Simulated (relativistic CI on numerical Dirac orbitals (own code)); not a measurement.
**Dy⁴⁵⁺: q coefficients and field-shift factors**

Method of calculation: Dirac-Coulomb-Breit CI, orbitals from a KLI potential per configuration, derivatives by finite differences, unscaled Slater integrals, QED left out (own radial code, finite nucleus).

CI space (outside the closed core [Ne]): 3s²3p⁶3d³, 3s²3p⁵3d⁴, 3s3p⁶3d⁴, 3p⁶3d⁵, 3s²3p⁶3d²4s, 3s²3p⁶3d²4p, 3s²3p⁶3d²4d, 3s²3p⁵3d³4s. Levels of other configurations are missing.

With x = (α/α₀)² − 1 an excitation energy changes as ω = ω₀ + qx; K = 2q/ω₀ is the relative enhancement. Terms are leading LS components, so labels can repeat. The field-shift factor is F = δν/δ⟨r²⟩ for the transition from the lowest level.

Lowest level 3s²3p⁶3d³ ⁴F3/2.

```csv
Level,ω₀ (cm⁻¹),q (cm⁻¹),F (GHz/fm²)
3s²3p⁶3d³ ⁴F5/2,282658,340700,5.53
3s²3p⁶3d³ ⁴P3/2,332650,330000,5.25
3s²3p⁶3d³ ²G7/2,352061,348300,5.78
3s²3p⁶3d³ ²H9/2,356703,331100,5.82
3s²3p⁶3d³ ⁴P1/2,370047,335200,5.15
3s²3p⁶3d³ ⁴P5/2,524042,380800,6.19
3s²3p⁶3d³ ⁴F7/2,632642,670400,11
3s²3p⁶3d³ ⁴F9/2,661874,679600,11.5
3s²3p⁶3d³ ⁴P3/2,701809,681300,10.7
3s²3p⁶3d³ ²P1/2,722681,682900,10.9
3s²3p⁶3d³ ²H11/2,732117,672200,11.8
3s²3p⁶3d³ ²D5/2,742811,652600,9.94
3s²3p⁶3d³ ²F5/2,791736,694200,10.8
```

At this charge energies of transitions that change n are usually good to better than 1 %, and those within a shell (Δn = 0) to a few per cent.

(1) Which transition from the lowest level has the largest |K|?

Results:

(1) 3s²3p⁶3d³ ⁴F5/2 at 282658 cm⁻¹, K = 2.41.
